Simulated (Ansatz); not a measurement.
A geometry relaxed with Ansatz (an electronic-structure program) with PBE0-D3(BJ)/def2-TZVP, charge 0, multiplicity 1:

```xyz
4

I     -0.7630     1.9677     0.0087
I     -1.3228    -1.6448     0.0149
B      0.0001    -0.0002    -0.0006
I      2.0858    -0.3227    -0.0230
```

Question: Write the SMILES of this molecule.

Answer: `IB(I)I`
